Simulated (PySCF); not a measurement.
**Levels of Ta⁶⁰⁺ from EOM-EA-GCCSD**

Reference: closed-shell Ta⁶¹⁺, [Ne] 3s2; one electron is added. Calculated with PySCF 2.14, two-component X2C-1e with screened spin-orbit coupling, an even-tempered Gaussian basis (17 s from 6.8 bohr⁻², ratio 2.6; 14 p from 8.8 bohr⁻², ratio 2.6; 6 d from 9 bohr⁻², ratio 2.8; 4 f from 120 bohr⁻², ratio 2.8); frozen 1s2; the 52 highest virtual spinors dropped; of the others 56 kept and the rest restored at second order. No Breit or QED terms. Binding energies in eV.

| level | Koopmans | second order | EOM-CCSD |
| --- | --- | --- | --- |
| 3p1/2 | 6506.7 | 6508.3 | 6507.6 |
| 3p3/2 | 6160.1 | 6162.7 | 6162.9 |
| 3d3/2 | 5939.5 | 5953.6 | 5930.6 |
| 3d5/2 | 5862.6 | near a pole | 5863.1 |

Electric-dipole lines between these computed levels:

| lower | upper | ΔE (eV) | vacuum wavelength (nm) |
| --- | --- | --- | --- |
| 3p1/2 | 3d3/2 | 576.98 | 2.149 |
| 3p3/2 | 3d3/2 | 232.26 | 5.338 |
| 3p3/2 | 3d5/2 | 299.77 | 4.136 |

In EOM-CCSD the overlap with the one-orbital guess is low for 3d3/2 (weight 0.79). That can mean mixing with two-particle, one-hole states, where second order and EOM-CCSD lose accuracy, or only a rotation among the degenerate components of the shell; the terms of those configurations are not listed.

For comparison, the ionisation energy of Ta⁶⁰⁺ is 6502 ± 10 eV (theoretical estimate listed by NIST; NIST Atomic Spectra Database, ionization energies).

Only part of the computed levels is shown.
